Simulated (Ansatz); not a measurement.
**BGeH3Cl2 (SMILES Cl[B](Cl)[GeH3]): the energy, rung by rung**

The species is BGeH3Cl2 (7 atoms), meant as a singlet with charge 0. As SMILES, `Cl[B](Cl)[GeH3]`. Geometry: optimised at B3LYP/def2-SVP.

```xyz
7

Cl    1.7655   -1.4431    1.2204
B     0.2098   -1.0318    0.5173
Cl   -1.0926   -2.2098    0.6091
Ge   -0.1231    0.8005   -0.4129
H    -0.5595    0.5720   -1.8770
H    -1.2708    1.5480    0.3015
H     1.1323    1.6962   -0.4041
```

Quantity: the dissociation energy of the Ge4–B2 bond into doublet GeH3 and doublet BCl2 (shapes relaxed at B3LYP/def2-SVP, no zero-point term), in eV. The values are calculated.

```csv
level,kind,program,value (eV),less CCSD(T)/def2-SVP,CPU time (all runs)
HF/def2-SVP,Hartree–Fock,Ansatz,2.61,-0.84,4.6 s
PBE/def2-SVP,GGA,Ansatz,3.49,+0.04,6.5 s
B3LYP/def2-SVP,global hybrid,Ansatz,3.39,-0.06,9.6 s
wB97M-V/def2-SVP,range-separated hybrid,Ansatz,3.71,+0.26,31 s
MP2/def2-SVP,perturbation theory,Ansatz,3.49,+0.04,5.3 s
CCSD(T)/def2-SVP,coupled cluster or CI,Ansatz,3.45,0.00,22 s
```

Differences are taken from CCSD(T)/def2-SVP for orientation; it has basis-set and higher-order errors of its own. All-electron rows without a relativistic Hamiltonian named are non-relativistic. The values span 2.61 to 3.71 eV. Hartree–Fock misses the correlation of the electron pair that is broken and comes out low. Measured bond enthalpies also hold zero-point and thermal terms, a few tenths of an eV less. In the correlated wave-function rows the outer d shell of Ge is correlated, in sets not made for it. CPU times are rough (shared hosts, several kinds of processor): they show what a rung costs within a factor of a few.
